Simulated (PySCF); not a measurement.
# Working out the ionisation energy of C⁺

C⁺ [He] 2s2 2p1 (2P) → C²⁺ [He] 2s2 (1S). Computed with PySCF 2.14 in x2c-QZVPPall (7s4p3d2f1g, 57 functions), with the spin-free X2C one-electron Hamiltonian (Gaussian nucleus). Frozen: nothing. Energies in hartree (1 hartree = 27.21139 eV):

```csv
part,C⁺ (lower),C²⁺ (upper)
UHF,-37.311874,-36.423673
CCSD correlation,-0.097191,-0.092809
(T),-0.001556,-0.000448
```

Question: What does Hartree-Fock give?

Answer: (-36.423673) − (-37.311874) = 0.888201 hartree = 24.169 eV.

Question: What do CCSD and CCSD(T) give?

Answer: The CCSD correlation energies differ by 0.004382 hartree = 0.119 eV and the triples by 0.001108 hartree = 0.030 eV, so CCSD gives 24.288 eV and CCSD(T) 24.318 eV.

Measured between the centres of the two terms (NIST): 24.378 eV, so CCSD(T) (valence and next inner shell) is off by -0.060 eV.

The coupled-cluster amplitudes are large, so a single reference is strained.

What remains against the reference includes basis incompleteness and higher excitations.
